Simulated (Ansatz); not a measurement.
Frontier orbitals of CH5GaO2S (`C[O][Ga]([OH])[SH]`).

```
atom   x (Å)   y (Å)   z (Å)
  C1   0.496  -1.563  -0.165
  O2   0.490  -0.264  -0.700
 Ga3  -0.335   1.103   0.091
  O4  -1.241   0.887   1.607
  S5  -0.231   3.064  -0.842
  H6   0.783  -2.263  -0.956
  H7   1.220  -1.664   0.653
  H8  -0.488  -1.878   0.209
  H9  -1.212  -0.007   1.955
 H10   0.518   2.585  -1.850
```

Total charge 0; spin multiplicity 1. Correlated methods include outer-core shells of Ga, which these sets cover unevenly. Scalar relativity is left out up to krypton. Geometry: relaxed with PBE0-D4/def2-TZVP. It is one conformer, not always the lowest. Basis def2-TZVPP, the Gaussian-basis code of Ansatz.

Orbital energies of one run (eV). Highest occupied ones, from the top: -6.37, -6.74, -6.91, -7.68, -8.10, -8.65, -10.12, -10.69, -10.87, -11.70, -12.42, -16.47, -18.00, -20.04. Empty: -1.74, -0.91, -0.36, 0.16, 1.02, 1.79.

**Question.** Which functional gave them?
A. ωB97M-V
B. PBE
C. PBE0
D. B97M-V

**Answer.** B. HOMO energies: PBE -6.37, PBE0 -7.73, B97M-V -6.76, ωB97M-V -9.95 eV.
